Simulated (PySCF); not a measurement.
Compound: C₄H₁₀N₂Si₂.
Geometry (GFN2-xTB, Å), atoms numbered from 1 in this order:
```
atom  x, y, z in Å
N1     1.557   -3.099   -0.019
C2     1.389   -2.114   -0.581
Si3    1.082   -0.481   -1.453
N4     0.349    0.638   -0.358
Si5    1.184    1.896    0.521
C6    -1.011    0.449    0.056
C7    -1.336   -0.355    1.282
C8    -1.737   -0.852   -0.076
H9     2.389    0.041   -1.830
H10    0.178   -0.759   -2.571
H11    1.482    1.459    1.888
H12    0.282    3.050    0.549
H13    2.399    2.179   -0.235
H14   -1.606    1.345   -0.096
H15   -0.517   -0.864    1.768
H16   -2.098    0.004    1.956
H17   -1.214   -1.712   -0.464
H18   -2.781   -0.819   -0.350
```

Level of theory: PBE0/def2-SVPD in PySCF (dipole) on a GFN2-xTB geometry, gas phase.

Masses are those of the commonest isotopes; rigid-rotor values at the optimised geometry. The values belong to one conformer with, in the numbering `[N:1]#[C:2][SiH2:3][N:4]([SiH3:5])[CH:6]1[CH2:7][CH2:8]1`, C2–Si3–N4–Si5 99°, Si3–N4–C6–C7 91°.

Q: What are A, B and C (MHz)?

A: Ia = 300.73, Ib = 427.10, Ic = 574.19 u·Å²; 505379 MHz·u·Å²/I gives A = 1680, B = 1183, C = 880.2 MHz.

Q: Classify the top.

A: An asymmetric top: κ = (2 × 1183 − 1680 − 880.2)/(1680 − 880.2) = -0.24.

Q: What does the inertial defect say?

A: Not planar: Δ = Ic − Ia − Ib = -153.65 u·Å². For a rigid frame Δ = −2 Σ m c², so Σ m c² = 76.82 u·Å² lies off the ab plane: 15.57 from hydrogen and 61.25 from heavier atoms. The atom farthest from that plane is 2.18 Å away.

Q: Give the other two planar moments, Paa and Pbb, and the rms extents of the mass along the axes.

A: Paa = Σ m a² = (Ib + Ic − Ia)/2 = 350.28 and Pbb = Σ m b² = (Ia + Ic − Ib)/2 = 223.91 u·Å². With the mass M = 142.04 u, the rms extents √(P/M) along a, b and c are 1.57, 1.26, 0.74 Å.

Q: Where do the levels up to J = 3 lie, in MHz?

A: Above 0(0,0):
J = 1: 1(0,1) 2063, 1(1,1) 2561, 1(1,0) 2864
J = 2: 2(0,2) 6088, 2(1,2) 6384, 2(1,1) 7294, 2(2,1) 8785, 2(2,0) 8888
J = 3: 3(0,3) 11928, 3(1,3) 12064, 3(1,2) 13860, 3(2,2) 14976, 3(2,1) 15428, 3(3,1) 18276, 3(3,0) 18299
Those of J = 1 are B + C, A + C and A + B.

Q: Which lines would a microwave search look for?

A: The dipole components are |μa| = 3.01 D, |μb| = 0.17 D, |μc| = 2.01 D. The squared components, which scale the intensities, stand as 1.00 : 0.00 : 0.45 (a : b : c). Some lines, for components of 0.1 D or more:

```
type  branch         J(Ka,Kc)    MHz  lower level (cm⁻¹)
   a       Q  1(1,0) ← 1(1,1)    303               0.085
   a       Q  3(2,1) ← 3(2,2)    452               0.500
   c       Q  4(2,3) ← 4(1,3)    708               0.749
   a       Q  4(2,2) ← 4(2,3)   1123               0.772
   b       Q  4(2,2) ← 4(1,3)   1831               0.749
   a       R  1(0,1) ← 0(0,0)   2063               0.000
   c       Q  4(3,2) ← 4(2,2)   2412               0.810
   c       Q  3(3,1) ← 3(2,1)   2848               0.515
   b       Q  3(2,2) ← 3(1,3)   2912               0.402
   a       R  2(0,2) ← 1(0,1)   4025               0.069
   c       Q  4(4,1) ← 4(3,1)   4264               0.895
   b       R  3(0,3) ← 2(1,2)   5544               0.213
   a       R  3(0,3) ← 2(0,2)   5840               0.203
   b       R  3(1,3) ← 2(0,2)   5976               0.203
   c       R  2(2,0) ← 1(1,0)   6024               0.096
   a       R  3(2,2) ← 2(2,1)   6190               0.293
   c       R  2(2,1) ← 1(1,1)   6225               0.085
   a       R  3(2,1) ← 2(2,0)   6540               0.296
   a       R  4(2,3) ← 3(2,2)   8172               0.500
   a       R  4(3,2) ← 3(3,1)   8407               0.610
   a       R  4(2,2) ← 3(2,1)   8843               0.515
   b       R  4(2,3) ← 3(1,2)   9288               0.462
   c       R  3(3,1) ← 2(2,1)   9490               0.293
   b       R  4(3,2) ← 3(2,1)  11255               0.515
   b       R  4(3,1) ← 3(2,2)  11856               0.500
   b       R  4(2,2) ← 3(1,3)  12207               0.402
   c       R  4(4,1) ← 3(3,1)  12821               0.610
```

Q: Estimate the classical rotational partition function at 50 K, 200 K and 500 K.

A: Point group C1, symmetry number σ = 1; q = (√π/σ)·√((kT/h)³/(ABC)), k/h = 20836.6 MHz/K: 45100 at 50 K, 360000 at 200 K, 1420000 at 500 K.

Stationary, but not proved a minimum. Constants of a rigid frame at the computed geometry: no zero-point averaging, no centrifugal distortion. A rigid rotor knows nothing of internal rotation, which can split or shift real lines. Quadrupole hyperfine structure (14N) is left out.

Hardware: Arm Neoverse V2, one thread, no GPU, shared host with 32 logical CPUs at a one-minute load of 10. Cost: 53 s wall, 0.97 GiB resident at most. This is the PBE0/def2-SVPD job that gave the dipole, with the excitations it also computed.
